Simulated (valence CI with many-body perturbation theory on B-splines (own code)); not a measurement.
Values are calculated unless marked as measured or tabulated.
## Hf59+: what each term of the Hamiltonian does

Method: valence CI with perturbative core correlation (CI+MBPT): three valence electrons over a frozen Dirac-Fock core [Ne], radial functions for each j: 11 s, 11 p, 9 d, 7 f, 5 g, 2 h, 1 i, with the one-electron correlation potential Σ1 (screened to all orders), the two-electron term Σ2, the three-electron term Σ3, Breit, model QED; selected single and double excitations, second order for the rest (own B-spline code, finite nucleus).

No measured spectrum was set against this ion. As an estimate, large intervals hold to a few tenths of a per cent, small ones and those within an open d or f shell to about a per cent.

Each rung adds one term. CI alone is the Dirac-Coulomb CI over the frozen core; QED comes last and gives the full result, which names the levels. Energies are above (3s^2 3p1/2) J=1/2 on the same rung, in eV.

Levels are named by their leading jj configuration (3d3/2^4 stands for four electrons in 3d with j = 3/2), which in mixed levels can hold well under half, so a name can repeat and another be missing. Letters in brackets count levels of one name in rising energy.

```
                     Level  CI alone
        (3s 3p1/2^2) J=1/2     160.9
        (3s^2 3p3/2) J=3/2     322.4
(3s 3p1/2 3p3/2) J=3/2 [a]     453.9
    (3s 3p1/2 3p3/2) J=5/2     472.3
(3s 3p1/2 3p3/2) J=3/2 [b]     492.8
    (3s 3p1/2 3p3/2) J=1/2     502.4
        (3s^2 3d3/2) J=3/2     550.5
        (3s^2 3d5/2) J=5/2     616.0
     (3p1/2^2 3p3/2) J=3/2     651.0
(3s 3p1/2 3d3/2) J=3/2 [a]     665.0
    (3s 3p1/2 3d3/2) J=5/2     677.8
    (3s 3p1/2 3d3/2) J=1/2     703.0
(3s 3p1/2 3d3/2) J=3/2 [b]     709.3
(3s 3p1/2 3d5/2) J=5/2 [a]     751.5
    (3s 3p1/2 3d5/2) J=7/2     765.9
(3s 3p1/2 3d5/2) J=5/2 [b]     775.5
```

Q: What do these energies become with core correlation, Breit and QED?

A: (3s 3p1/2^2) J=1/2 160.2 (-0.72); (3s^2 3p3/2) J=3/2 319.1 (-3.30); (3s 3p1/2 3p3/2) J=3/2 [a] 450.2 (-3.76); (3s 3p1/2 3p3/2) J=5/2 467.6 (-4.62); (3s 3p1/2 3p3/2) J=3/2 [b] 488.3 (-4.57); (3s 3p1/2 3p3/2) J=1/2 497.9 (-4.47); (3s^2 3d3/2) J=3/2 544.6 (-5.88); (3s^2 3d5/2) J=5/2 608.6 (-7.44); (3p1/2^2 3p3/2) J=3/2 645.7 (-5.35); (3s 3p1/2 3d3/2) J=3/2 [a] 659.0 (-6.01); (3s 3p1/2 3d3/2) J=5/2 671.1 (-6.72); (3s 3p1/2 3d3/2) J=1/2 696.6 (-6.36); (3s 3p1/2 3d3/2) J=3/2 [b] 702.6 (-6.66); (3s 3p1/2 3d5/2) J=5/2 [a] 743.6 (-7.91); (3s 3p1/2 3d5/2) J=7/2 757.0 (-8.83); (3s 3p1/2 3d5/2) J=5/2 [b] 767.1 (-8.44).

Q: How does the ionisation energy move along the ladder, and which term matters most?

A: CI alone 6293.0, + Σ1 6294.2, + Σ2 6294.1, + Σ3 6294.0, + Breit 6285.0, + QED 6284.9 eV. The largest step is Breit, -9.0 eV. NIST lists 6284 ± 7 eV (theoretical).
